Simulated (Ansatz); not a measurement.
```yaml
atoms:
  - { symbol: Li, position_ang: [0.0000, 0.0000, 0.0000] }
  - { symbol: B, position_ang: [0.0000, 4.0958, 0.0000] }
  - { symbol: S, position_ang: [0.0000, -4.5016, 0.0000] }
```

Basis set: pcseg-2 (spherical functions). Charge 0, multiplicity 1.

Computed with Ansatz (development build ahead of 0.2.0); each method stands on the lowest determinant of its kind that the runs found. Restricted functionals stand beside restricted open-shell atoms, which can lie above the unrestricted atoms usual in DFT and then raise those values.

The atomization energy at this shape (free ground-state atoms in the same class of orbitals less the molecule, no zero-point energy) of singlet LiBS:

```
               method  atomization energy
r²SCAN (unrestricted)             1.03 eV
```

What does r²SCAN (restricted) give?

-0.39 eV. Caution: charge can spread falsely over distant fragments; the shape is not the minimum. Caution for r²SCAN (unrestricted): the unrestricted determinant is a mixture of spin states. Caution for r²SCAN (restricted): an unrestricted determinant lies well below.
